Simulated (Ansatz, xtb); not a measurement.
**A geometry optimisation of AlFH2S2 with r2SCAN-D4/def2-SVP**

The starting geometry of this gas-phase singlet was built from a drawn formula by distance geometry and a force field; its bonds are those of `FS[S][AlH2]`.

```xyz
6

Al   -2.4755   -1.0924    0.3662
F     1.0486   -1.4729    1.3398
S     0.2376    0.0192    1.5646
S    -0.5665   -0.0727   -0.4123
H    -3.7425   -0.2306    0.7887
H    -2.4993   -2.6828    0.4592
```

Task: Predict what it relaxes into with r2SCAN-D4/def2-SVP.

Result: A new bond forms, giving a structure given below by its coordinates. Contacts that close: Al1–S3 (3.17 → 2.41 Å).

The energy falls by 0.69 eV over 9 steps:

```csv
step,E − E(last) (eV)
1,0.689
2,0.381
3,0.162
4,0.078
5,0.067
6,0.040
7,0.005
8,0.000
9,0.000
```

Final geometry (Å):

```yaml
atoms:
  - { symbol: Al, position_ang: [-2.2650, -1.0652, 0.5025] }
  - { symbol: F, position_ang: [0.7512, -1.5417, 1.4814] }
  - { symbol: S, position_ang: [-0.1886, -0.1752, 1.3545] }
  - { symbol: S, position_ang: [-0.6123, 0.0525, -0.6305] }
  - { symbol: H, position_ang: [-3.4854, -0.1622, 0.9400] }
  - { symbol: H, position_ang: [-2.1976, -2.6404, 0.4582] }
```

From the same start GFN2-xTB ends elsewhere, differing in Al1–F2 (1.65 against 3.21 Å here), F2–S3 (3.11 against 1.66 Å here).

The end wasn't checked by frequencies. Run with Ansatz 0.2.0, 18 s on 2 threads of Arm Neoverse V1, on a shared host.
